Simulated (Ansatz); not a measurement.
C4H5F3 (`C/C=C(\F)C(F)F`). The species carries charge 0 and has multiplicity 1. The structure was optimised at the PBE0-D4/def2-TZVP level. It is one conformer, not always the lowest.

```xyz
12

C     1.933    0.341    0.157
C     0.475    0.264    0.434
C    -0.433   -0.206   -0.401
F    -0.120   -0.665   -1.623
C    -1.906   -0.299   -0.169
F    -2.291   -1.601   -0.127
F    -2.239    0.267    1.011
H     2.286    1.373    0.238
H     2.493   -0.243    0.893
H     2.177   -0.032   -0.836
H     0.102    0.613    1.390
H    -2.479    0.187   -0.967
```

What is the dipole moment at r2SCAN/def2-TZVPP? (An estimate is asked.)

Ansatz gave: 1.96 D, with components (1.32, 1.45, 0.03) D in this frame, pointing from negative to positive charge.

And with PBE, B3LYP, ωB97M-V? (Estimate.)

Ansatz gave: PBE 1.88 D, B3LYP 2.01 D, ωB97M-V 1.98 D.

Give the Mulliken charges with r2SCAN, PBE, ωB97M-V in def2-TZVPP. (Best estimate.)

The calculation gave: 
```
atom  r2SCAN    PBE  ωB97M-V
  C1   -0.10  -0.21    -0.27
  C2   -0.11  -0.15    -0.13
  C3    0.13   0.13     0.13
  F4   -0.21  -0.17    -0.20
  C5    0.37   0.25     0.30
  F6   -0.19  -0.15    -0.18
  F7   -0.20  -0.16    -0.19
  H8    0.06   0.09     0.11
  H9    0.06   0.10     0.11
 H10    0.06   0.09     0.10
 H11    0.10   0.10     0.13
 H12    0.04   0.07     0.09
```

B3LYP here is the variant with VWN-RPA as its local correlation; programs differ in this.
